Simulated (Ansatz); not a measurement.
Steps of a relaxation of C$_{2}$H$_{4}$BNS (`B1C=NCS1`) with RKS PBE0-D4/def2-TZVP.

```sh
$ ansatz run in.yaml --threads 2 --pin off --events-out ev --progress --plain --max-ram 4352MiB
```

```yaml
crystal:
  periodic: [false, false, false]
  atoms:
    - {symbol: B, position_ang: [-0.232400, 1.218865, -0.645609]}
    - {symbol: C, position_ang: [1.053520, 0.336804, -0.411150]}
    - {symbol: N, position_ang: [0.894641, -0.769276, 0.248647]}
    - {symbol: C, position_ang: [-0.440728, -1.006873, 0.658912]}
    - {symbol: S, position_ang: [-1.596069, 0.374705, 0.114686]}
    - {symbol: H, position_ang: [-0.341748, 2.276015, -1.222370]}
    - {symbol: H, position_ang: [2.077932, 0.576425, -0.758484]}
    - {symbol: H, position_ang: [-0.821524, -1.960724, 0.232480]}
    - {symbol: H, position_ang: [-0.505125, -1.092341, 1.765789]}
basis:
  gaussian: {orbitals: def2-TZVP}
hamiltonian: {xc: pbe0, dispersion: d4}
relax: {f_tol: 0.005, max_steps: 150}
```

Positions (Å) and forces (eV/Å) along the path, 7 of 7 steps:

```xyz
9
step=1 energy=-15134.0131 eV
B    -0.232    1.219   -0.646   -0.165    0.059    0.001
C     1.054    0.337   -0.411    0.106   -0.664    0.355
N     0.895   -0.769    0.249   -0.044    1.040   -0.581
C    -0.441   -1.007    0.659   -0.538   -0.122    0.180
S    -1.596    0.375    0.115    0.810   -0.300    0.002
H    -0.342    2.276   -1.222    0.078   -0.428    0.227
H     2.078    0.576   -0.758   -0.544   -0.181    0.215
H    -0.822   -1.961    0.232    0.226    0.512    0.178
H    -0.505   -1.092    1.766    0.071    0.085   -0.577
9
step=2 energy=-15134.0610 eV
B    -0.232    1.214   -0.643   -0.124   -0.020    0.037
C     1.046    0.336   -0.409    0.050   -0.186    0.095
N     0.889   -0.758    0.244    0.025    0.268   -0.157
C    -0.442   -1.002    0.656   -0.344    0.101    0.013
S    -1.583    0.366    0.117    0.401   -0.161    0.009
H    -0.336    2.257   -1.213    0.018   -0.119    0.064
H     2.060    0.568   -0.750   -0.147   -0.039    0.052
H    -0.814   -1.944    0.230    0.084    0.145    0.061
H    -0.500   -1.082    1.751    0.036    0.012   -0.174
9
step=3 energy=-15134.0688 eV
B    -0.232    1.210   -0.641   -0.020   -0.011    0.013
C     1.045    0.335   -0.408   -0.001    0.019   -0.012
N     0.886   -0.754    0.242    0.073   -0.053    0.016
C    -0.446   -0.996    0.654   -0.122    0.094   -0.028
S    -1.572    0.359    0.118    0.047   -0.023    0.002
H    -0.337    2.248   -1.207   -0.007    0.010   -0.005
H     2.054    0.565   -0.747    0.005    0.007   -0.005
H    -0.811   -1.935    0.229    0.010   -0.027    0.001
H    -0.499   -1.077    1.743    0.015   -0.017    0.019
9
step=4 energy=-15134.0692 eV
B    -0.232    1.210   -0.640    0.006   -0.001   -0.006
C     1.045    0.334   -0.408   -0.010    0.012   -0.001
N     0.886   -0.755    0.242    0.044   -0.023    0.002
C    -0.448   -0.994    0.653   -0.056    0.028   -0.004
S    -1.570    0.359    0.118    0.003   -0.005    0.004
H    -0.338    2.248   -1.207   -0.003    0.005   -0.001
H     2.055    0.565   -0.747    0.004    0.003   -0.003
H    -0.811   -1.935    0.230    0.005   -0.012    0.001
H    -0.499   -1.078    1.742    0.006   -0.008    0.008
9
step=5 energy=-15134.0693 eV
B    -0.232    1.209   -0.642    0.013    0.011    0.014
C     1.046    0.335   -0.407   -0.010   -0.007   -0.013
N     0.887   -0.756    0.242    0.007    0.004    0.005
C    -0.450   -0.993    0.653   -0.002   -0.004    0.001
S    -1.570    0.360    0.119   -0.008   -0.005   -0.003
H    -0.339    2.248   -1.207   -0.001   -0.003   -0.004
H     2.055    0.565   -0.747    0.002    0.001    0.001
H    -0.811   -1.935    0.230   -0.001    0.001   -0.001
H    -0.498   -1.079    1.742    0.001    0.002    0.000
9
step=6 energy=-15134.0693 eV
B    -0.231    1.210   -0.640    0.002   -0.006   -0.012
C     1.045    0.334   -0.408    0.000    0.005    0.011
N     0.887   -0.756    0.242   -0.009    0.002   -0.005
C    -0.450   -0.993    0.653    0.012   -0.007    0.002
S    -1.570    0.359    0.117   -0.003    0.001    0.005
H    -0.339    2.249   -1.207    0.001    0.000    0.003
H     2.055    0.565   -0.748   -0.001   -0.002   -0.001
H    -0.810   -1.936    0.231    0.000    0.004   -0.001
H    -0.499   -1.078    1.742   -0.002    0.003   -0.002
9
step=7 energy=-15134.0693 eV
B    -0.232    1.210   -0.640    0.002    0.000   -0.001
C     1.045    0.334   -0.408   -0.002    0.001    0.000
N     0.887   -0.756    0.242    0.001    0.000    0.000
C    -0.450   -0.993    0.653   -0.001    0.000    0.001
S    -1.570    0.359    0.118   -0.001    0.000    0.000
H    -0.339    2.249   -1.207    0.000    0.000    0.000
H     2.055    0.565   -0.747    0.000    0.000    0.000
H    -0.811   -1.935    0.230    0.000    0.000    0.000
H    -0.498   -1.078    1.742    0.000    0.000    0.000
```

Run time 15 s (2 threads of an AMD EPYC 9B45 on a shared host); peak host memory 0.45 GiB.
